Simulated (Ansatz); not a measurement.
Relaxation of Cl2H4O3Zr (10 atoms, charge 0, multiplicity 1), to a largest force component of 0.03 eV/Å in at most 50 steps.

All numbers below come from RKS PBE-D4/def2-SVP (Ansatz).

```xyz
10
Properties=species:S:1:pos:R:3
Zr -0.169 -0.219 0.162
Cl -0.164 -0.146 2.652
Cl 2.015 -0.375 -0.783
O -1.208 1.151 -0.648
H -1.735 1.836 -1.087
O -1.004 -1.874 -0.261
H -1.570 -2.587 -0.597
O 1.459 2.371 1.277
H 2.313 1.961 1.024
H 1.258 1.932 2.145
```

Problem. Where does it end, and by what steps?

Solution. The run converged. The force dipped under the threshold on the way, but the program's further checks kept it going. After 15 steps the energy has fallen by 0.463 eV; O8 moved furthest, 0.57 Å. Joined: Zr1–O8 (3.26 → 2.38 Å).

| step | energy less start (eV) | largest force component (eV/Å) | accepted |
| --- | --- | --- | --- |
| 0 | 0.0000 | 1.027 | yes |
| 1 | -0.1221 | 0.880 | yes |
| 2 | -0.2502 | 1.082 | yes |
| 3 | -0.3881 | 0.534 | yes |
| 4 | -0.3704 | 0.862 | no |
| 5 | -0.4294 | 0.442 | yes |
| 6 | -0.4428 | 0.118 | yes |
| 7 | -0.4499 | 0.399 | yes |
| 8 | -0.4553 | 0.136 | yes |
| 9 | -0.4567 | 0.105 | yes |
| 10 | -0.4604 | 0.028 | yes |
| 11 | -0.4485 | 0.860 | no |
| 12 | -0.4612 | 0.148 | yes |
| 13 | -0.4632 | 0.045 | yes |
| 14 | -0.4634 | 0.043 | yes |
| 15 | -0.4634 | 0.017 | yes |

```xyz
10
Properties=species:S:1:pos:R:3
Zr -0.078 0.116 0.263
Cl -0.407 -0.062 2.669
Cl 2.080 -0.251 -0.804
O -1.168 1.453 -0.591
H -1.943 1.599 -1.154
O -0.900 -1.534 -0.236
H -1.192 -2.442 -0.396
O 1.302 1.839 1.157
H 2.210 1.631 0.848
H 1.293 1.701 2.129
```

Time of the run: 30 s on 4 threads of Arm Neoverse V2, with other jobs on the host, peak memory 0.2 GiB.
